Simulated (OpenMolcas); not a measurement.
**Fe I: effect of the IPEA shift**

| Property | Result |
| --- | --- |
| Program | OpenMolcas |
| Basis | ANO-RCC-VTZP [6s5p3d2f1g] |
| Scalar Hamiltonian | DKH2, point nucleus |
| Active space | 8 electrons in 6 orbitals (3d 4s) |
| State averaging | 2S+1 = 5 even, 15 roots; 2S+1 = 3 even, 73 roots (68 in the spin-orbit step); 2S+1 = 1 even, 22 roots |
| Spin-orbit coupling | state interaction with AMFI integrals over the reference wave functions, term energies averaged over their components |

Methods on the same reference wave functions:
A. CASSCF
B. MS-CASPT2, IPEA 0 Eh, imaginary shift 0.1 Eh (closed shells correlated: 3s 3p)
C. MS-CASPT2, IPEA 0.25 Eh, imaginary shift 0.1 Eh (closed shells correlated: 3s 3p)

Energies in eV above 3d⁶ 4s² ⁵D₄, the measured ground level; measured values from NIST Handbook of Basic Atomic Spectroscopic Data.

| Level | A | B | C | Measured |
| --- | --- | --- | --- | --- |
| 3d⁶ 4s² ⁵D₄ | 0.0000 | 0.0000 | 0.0000 | 0.0000 |
| 3d⁶ 4s² ⁵D₃ | 0.0482 | 0.0481 | 0.0479 | 0.0516 |
| 3d⁶ 4s² ⁵D₂ | 0.0823 | 0.0823 | 0.0821 | 0.0873 |
| 3d⁶ 4s² ⁵D₁ | 0.1043 | 0.1044 | 0.1043 | 0.1101 |
| 3d⁶ 4s² ⁵D₀ | 0.1152 | 0.1153 | 0.1153 | 0.1213 |
| 3d⁷ 4s ⁵F₅ | 0.9080 | 1.777 | 1.764 | 0.8590 |
| 3d⁷ 4s ⁵F₄ | 0.9670 | 1.835 | 1.823 | 0.9146 |
| 3d⁷ 4s ⁵F₃ | 1.0143 | 1.883 | 1.871 | 0.9582 |
| 3d⁷ 4s ⁵F₂ | 1.0498 | 1.919 | 1.907 | 0.9901 |
| 3d⁷ 4s ⁵F₁ | 1.0734 | 1.943 | 1.930 | 1.0111 |

Deviations, from unrounded energies. A percentage is the sum of absolute deviations over the sum of measured energies, with the sign that they share, or ± where signs differ.

```json
{"Against measurement": "mean absolute deviation (cm-1)", "Levels": "9", "A": "270", "B": "4200", "C": "4100"}
{"Against measurement": "fine structure of the ground term (%)", "Levels": "4", "A": "-5.5", "B": "-5.4", "C": "-5.6"}
{"Against measurement": "other configurations (%)", "Levels": "5", "A": "+5.9", "B": "+97.7", "C": "+96.4"}
```

A lies closest to measurement on these levels and B furthest from it. The largest miss of A in the table is 3d⁷ 4s ⁵F₁, by +500 cm-1. The ranking rests on the paired levels alone, and a cruder setting can come out closer through cancelling errors.

Between B and C the level of the table that moves most is 3d⁷ 4s ⁵F₁, by 100 cm-1 (lowest in C, highest in B). Moves below CASPT2's spread within the term are not significant.

The mean deviations of B to C differ by less than CASPT2's widest spread within a term (1500 cm-1), so their order carries little weight.

The lowest spin-free term lies below A's lowest term by 0.630 hartree in B, 0.614 hartree in C.

Term energies are means over components that CASPT2 splits; among the terms shown or strongly mixed into the levels shown the widest spread is 1500 cm-1 (3d⁷ 4s ⁵F, C). Over all roots computed the reference weight is 0.84 to 0.89 in B, 0.85 to 0.90 in C; the roots of lowest weight are the least certain, and an intruder state may touch them. Some high roots are left out of the spin-orbit mixing, which shifts the levels that they would mix with. A single d shell beside an s shell can misplace configurations of different d count against each other. Without dynamic correlation excited terms often stand tens of per cent too high (terms of higher spin than the ground term too low), and those without a measured partner can miss by more than the paired ones (holds for A). Measured partners are found by configuration, term and J. A level has none where our copy of the source lacks it or the pairing is in doubt (some pairs that miss far off the trend of their configuration count as doubtful), and it then counts in no deviation. Levels of configurations outside the active space are missing. Levels that lie high or do not pair safely by name in every column are left out.
